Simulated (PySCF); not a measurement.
C₂H₃Cl₂InO₂, SMILES CC(=O)[O][In]([Cl])[Cl].

Coordinates come from a PBE-D3(BJ)/def2-SVP optimisation. The def2 effective core potentials stand for the cores of In; spin–orbit coupling is left out. One conformer was computed; it need not be the lowest.

Method: TDA-PBE/def2-SVPD in PySCF.

Vertical excitations. Gas-phase values at a fixed geometry.

```
state  energy (eV)  λ (nm)      f          main pairs
-----  -----------  ------  -----  ------------------
S1            4.39     283  0.014    HOMO−1→LUMO 98 %
S2            4.40     282  0.000    HOMO−2→LUMO 95 %
S3            4.41     281  0.010      HOMO→LUMO 90 %
S4            4.51     275  0.047    HOMO−3→LUMO 95 %
S5            4.77     260  0.000    HOMO−5→LUMO 99 %
S6            4.82     257  0.006    HOMO−4→LUMO 97 %
S7            5.72     217  0.000  HOMO−1→LUMO+1 99 %
S8            5.75     216  0.000    HOMO→LUMO+1 98 %
S9            5.79     214  0.001  HOMO−2→LUMO+1 99 %
S10           5.80     214  0.001  HOMO−3→LUMO+1 98 %
T1            3.94     314      0     HOMO→LUMO 100 %
T2            4.03     308      0   HOMO−1→LUMO 100 %
T3            4.10     303      0   HOMO−3→LUMO 100 %
T4            4.11     302      0   HOMO−2→LUMO 100 %
```
Triplets are in the Tamm–Dancoff approximation.
